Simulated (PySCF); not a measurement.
C7H9O (doublet state).
Structure used (GFN2-xTB), in Å, numbered top down from 1:
```xyz
17
C7H9O angstrom
C     -2.1067   -1.5466    0.5766
C     -1.1177   -0.7535    0.3277
C      0.3054   -1.0372    0.7447
C      1.3430   -0.6154   -0.2983
C      1.5687    0.8717   -0.3064
C      0.6664    1.8121   -0.0555
O     -0.6755    1.6846    0.1315
C     -1.3053    0.5689   -0.4397
H     -3.1585   -1.5796    0.4157
H      0.3974   -2.1041    0.9540
H      0.5066   -0.4967    1.6748
H      1.0499   -0.9798   -1.2884
H      2.2933   -1.0967   -0.0551
H      2.5840    1.1977   -0.4737
H      0.9507    2.8541    0.0216
H     -2.3685    0.8180   -0.4752
H     -0.9403    0.4146   -1.4644
```

The hyperfine couplings belong to this conformer and change with its torsions.

As a line formula: `C1C/C(COC=C1)=[C]/[H]` [radical].

Computed, not measured: PySCF 2.14.0, UKS B3LYP, pcH-1 on C H O, non-relativistic, mean-field spin-orbit, GIAO. The structure is a single GFN2-xTB conformer in the gas phase; no vibrational or solvent corrections. Couplings are sensitive to structure, and on GFN2-xTB geometries they can be far from those on DFT ones. The SCF solution wasn't tested for stability.

Task: What is the g tensor, term by term?

Result: 
```tsv
Δg (ppm)	1	2	3
relativistic mass correction	-154	-154	-154
gauge correction	34	7	-12
orbital Zeeman/spin–orbit	-324	19	442
total	-444	-129	275
```

So g = 2.00188, 2.00219, 2.00259 and g_iso = 2.00222; the tensor is rhombic: the two nearest values differ by 44 % of g3 − g1. Axes: g1 points within 13° of the C1–H9 bond and g2 points within 3° of the C2–C8 bond.

Task: Average each term over the three axes. Which is largest in size?

Result: The mass correction -154, the orbital-Zeeman/spin–orbit term 46 and the gauge correction 10 ppm, for a total of -99 ppm. The mass correction is the largest in size. The mass correction is the same along every axis, so the anisotropy comes from the other two: their spans along these axes are 47 (gauge) and 765 ppm (orbital Zeeman/spin–orbit).

Task: At 9.53 GHz, how far is the centre of the isotropic spectrum from where a free electron (g = 2.002319) resonates?

Result: B = hν/(g μB) with μB/h = 13.99624 MHz/mT gives 340.05 mT for the free electron and 340.07 mT at g_iso, 0.02 mT higher.

Task: In a frozen sample, at which fields do the three g values resonate at 9.5, 34, 94 and 263 GHz (hyperfine left aside), and which band first spreads them over more than twice a line width of 0.3 mT?

Result: 
| band | GHz | B(g3) mT | B(g2) mT | B(g1) mT | spread mT |
| --- | --- | --- | --- | --- | --- |
| X | 9.5 | 338.94 | 339.01 | 339.06 | 0.12 |
| Q | 34.0 | 1213.04 | 1213.28 | 1213.47 | 0.44 |
| W | 94.0 | 3353.69 | 3354.37 | 3354.90 | 1.20 |
| J | 263.0 | 9383.21 | 9385.10 | 9386.57 | 3.37 |

The spread grows in proportion to the frequency. W band is the first where it exceeds 0.6 mT.

The Mulliken spin populations are largest on C1 (+1.04), C2 (-0.17) and C8 (+0.07). C1 is the only atom above +0.15.

The HOMO–LUMO gaps are 6.29 eV among the α and 4.08 eV among the β orbitals.

Hardware: one thread, Arm Neoverse V2 (aarch64), shared host. Cost: 75 s of wall time (grids of density and orbitals included), 0.96 GiB resident at most.
